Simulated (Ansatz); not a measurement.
# Energy profile

The step: SiCl₂ + HF → SiHCl₂F ([F][SiH]([Cl])[Cl]); bonds formed: Si1–H4, Si1–F5; bonds broken: H4–F5 (atoms numbered as in the saddle structure below).

```xyz
5
angstrom
Si 0.1919 -0.3554 0.3530
Cl 1.5956 -0.7579 -1.0812
Cl -1.4463 -1.4748 -0.1490
H 0.0251 1.1657 0.9784
F -0.3663 1.4224 -0.1012
```

Electronic energies by CCSD(T) at an estimated basis limit (MP2 extrapolated from triple and quadruple zeta, plus CCSD(T) − MP2 in triple zeta), on PBE0-D4/def2-TZVP structures; SiHCl2F, closed shell; no counterpoise correction. Ansatz 0.2.0; basis: def2-TZVPP and def2-QZVPP; cores frozen in the correlated methods. Extrapolation: Hartree–Fock as exp(−7.88 √X), correlation as X^−2.97.

Question: Give the profile in kcal/mol, counted from the separated reactants. (An estimate is asked for; the value comes from the calculation.)

Answer: The calculation gives:
```tsv
point	kcal/mol
separated: SiCl2 (linked as [Cl][Si][Cl]; Si1, Cl2, Cl3; singlet) + HF (H4, F5; singlet)	0.00
start structure	-1.85
saddle	20.42
end structure	-68.73
```

T1 diagnostic: at most 0.015. The restricted Hartree–Fock reference is unstable towards an unrestricted one at one or more of these structures. The start structure is not quite a true minimum (one mode of 43i cm⁻¹).

Losses and insertions of silylenes and their heavier kin drive the gas-phase chemistry of silicon and germanium vapour deposition.

For scale, one of the runs: CCSD(T)/def2-TZVPP, 171 basis functions, launched by `ansatz run in.yaml --threads 2 --pin off --events-out ev --progress --plain --max-ram 4352MiB`. Time: 36 s of wall clock on 2 CPU threads of an Arm Neoverse V1; the host was shared. Peak host memory: 1.4 GiB.
